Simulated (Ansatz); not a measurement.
Ansatz (a quantum-chemistry and plane-wave program) input:
A basis named .json is the Basis Set Exchange file of that set.

Ansatz 0.2 input:
```yaml
crystal:
  periodic: [false, false, false]
  atoms:
    - {symbol: Si, position_ang: [0.00307906, -0.00460760, -0.02827626]}
    - {symbol: F, position_ang: [0.17613696, -0.26357694, -1.61753777]}
    - {symbol: C, position_ang: [-1.61486523, -0.77641827, 0.48545481]}
    - {symbol: C, position_ang: [1.45038579, -0.81339207, 0.82526106]}
    - {symbol: C, position_ang: [-0.00375957, 1.84156853, 0.23429178]}
    - {symbol: H, position_ang: [-2.45307262, -0.32931486, -0.05299835]}
    - {symbol: H, position_ang: [-1.62022432, -1.84991898, 0.28547384]}
    - {symbol: H, position_ang: [-1.78992290, -0.63426202, 1.55484804]}
    - {symbol: H, position_ang: [1.47382790, -1.88724019, 0.62847291]}
    - {symbol: H, position_ang: [1.39034207, -0.67262315, 1.90740446]}
    - {symbol: H, position_ang: [2.39657376, -0.38781248, 0.48462161]}
    - {symbol: H, position_ang: [-0.11836554, 2.08195654, 1.29426091]}
    - {symbol: H, position_ang: [-0.82682896, 2.31327062, -0.30652131]}
    - {symbol: H, position_ang: [0.92876520, 2.29209422, -0.11190043]}
basis:
  gaussian:
    orbitals: cc-pV_Q+d_Z.json
hamiltonian:
  xc: pbe
magnetization: {spin_polarized: false}
correlation: {method: rpa, electrons: outside_noble_gas}
```

Question: What final total energy does it print?

Answer: -509.02951 Eh (RPA@PBE/cc-pV(Q+d)Z). The basis has 554 functions. The run takes very roughly 2.2 core-minutes.
